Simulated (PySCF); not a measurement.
**How methods differ on the ionisation energy of As¹⁹⁺**

As¹⁹⁺ [Ne] 3s2 3p2 (3P) → As²⁰⁺ [Ne] 3s2 3p1 (2P), as a difference of total energies. Calculation: PySCF 2.14, in an uncontracted even-tempered set (18 s from 1.7 bohr⁻², ratio 2.5; 12 p from 2.2 bohr⁻², ratio 2.5; 5 d from 10 bohr⁻², ratio 2.7; 4 f from 16 bohr⁻², ratio 2.7); scalar relativity by spin-free X2C-1e. Correlated levels: outer shells: 1s2 frozen; virtual orbitals above 40 to 60 times the deepest correlated orbital energy dropped. The calculations carry no spin-orbit coupling.

| method | ionisation energy (eV) |
| --- | --- |
| UHF | 769.58 |
| LDA | 770.84 |
| PBE | 770.93 |
| PBE0 | 770.90 |
| r2SCAN | 771.24 |
| TPSSh | 770.99 |
| B2PLYP | 770.78 |
| MP2 (outer shells) | 770.18 |
| SCS-MP2 (outer shells) | 770.00 |

**Question.** How much does correlation contribute at MP2 (outer shells)?

**Answer.** 770.18 − (769.58) = 0.60 eV, measured against UHF.

Spin-orbit coupling is strong in these open shells (close to jj coupling). The scalar numbers leave it out and a first-order estimate fails, so it can dominate the gap to the real levels.

Breit and QED terms and the two-electron picture change are absent.

For comparison: 774 ± 1.8 eV (semi-empirical (NIST evaluation); NIST Atomic Spectra Database, ionization energies).
